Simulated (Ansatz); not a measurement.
One change: `FC(F)[C@H]1O[C@H]1F` becomes `C[C@@H]1O[C@H]1F`.

Ansatz, PBE0-D4/def2-TZVP geometries, multiplicity 1. Each molecule was computed in one conformer, which needn't be the lowest.

```tsv
property	`FC(F)[C@H]1O[C@H]1F`
LUMO energy (PBE0/def2-TZVPP) / eV	1.15
HOMO energy (PBE0/def2-TZVPP) / eV	-9.21
size of the dipole moment (B3LYP/def2-TZVPP) / D	1.92
HOMO energy (B3LYP/def2-TZVPP) / eV	-8.97
HOMO–LUMO gap (PBE/def2-TZVPP) / eV	7.50
LUMO energy (PBE/def2-TZVPP) / eV	0.00
```

(1) What does the change do to each property? (An estimate is asked.)

Results:

(1) Computed: 
```json
{"property": "LUMO energy (PBE0/def2-TZVPP) / eV", "`C[C@@H]1O[C@H]1F`": "1.43", "shift": "0.28"}
{"property": "HOMO energy (PBE0/def2-TZVPP) / eV", "`C[C@@H]1O[C@H]1F`": "-8.53", "shift": "0.68"}
{"property": "size of the dipole moment (B3LYP/def2-TZVPP) / D", "`C[C@@H]1O[C@H]1F`": "2.55", "shift": "0.63"}
{"property": "HOMO energy (B3LYP/def2-TZVPP) / eV", "`C[C@@H]1O[C@H]1F`": "-8.29", "shift": "0.68"}
{"property": "HOMO–LUMO gap (PBE/def2-TZVPP) / eV", "`C[C@@H]1O[C@H]1F`": "7.53", "shift": "0.03"}
{"property": "LUMO energy (PBE/def2-TZVPP) / eV", "`C[C@@H]1O[C@H]1F`": "0.65", "shift": "0.65"}
```

With PBE0 the HOMO rises by 0.68 eV and the LUMO rises by 0.28 eV, so the gap narrows by about 0.40 eV. PBE moves the HOMO by 0.61 eV and ωB97M-V by 0.71 eV. Dipoles are sizes alone; their direction can turn.

B3LYP here is the variant with VWN-RPA as its local correlation; programs differ in this.
